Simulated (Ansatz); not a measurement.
The cluster Ca₇⁻, relaxed as a doublet with UKS PBE/def2-SVPD in Ansatz, starting from the GFN1-xTB geometry. Force threshold 0.02 eV/Å.

The highest occupied level of the charge -1 doublet lies above zero (up to 0.13 eV). It is a level of α spin, whose loss leaves a singlet; that state wasn't run at this geometry and level. The electron is either unbound and held by the finite basis, or the level is raised by self-interaction error. The relaxation made no stability test and no search for a lower SCF solution. The structure comes from a short search, and lower isomers may exist.

Start:

```tsv
atom	x (Å)	y (Å)	z (Å)
Ca1	0.939	-2.584	-3.034
Ca2	-3.635	0.154	0.287
Ca3	-1.012	2.281	2.791
Ca4	-0.857	-1.888	2.784
Ca5	2.930	0.753	-1.985
Ca6	-1.103	0.904	-3.273
Ca7	2.738	0.380	2.429
```

(1) Estimate the energy that the relaxation releases and the steps that it takes.

(2) Does the start keep its bonding?

(3) Predict the relaxed structure.

Answers

(1) 221.4 kJ/mol, in 18 steps; 4.4 min on 4 threads of Arm Neoverse V2 on a shared host. No frequencies were taken in this run, so the end may be a saddle point.

(2) Bonds formed: Ca1–Ca2, Ca1–Ca3, Ca1–Ca4, Ca1–Ca7, Ca3–Ca5, Ca3–Ca6 (atoms count from 1). Metal–metal contacts that move far: Ca2–Ca6 4.43 to 3.88 Å. The end is the same structure that another start reached, the lowest one found.

(3) 
```xyz
7

Ca    0.347   -1.542   -0.912
Ca   -3.190   -0.596   -0.200
Ca   -0.346    1.546    0.916
Ca   -0.835   -1.761    2.664
Ca    2.477    1.470   -1.551
Ca   -1.089    1.396   -2.784
Ca    2.636   -0.512    1.867
```
Bond lengths (bridged metal pairs left out): 16 × Ca–Ca 3.65 to 3.95 Å.
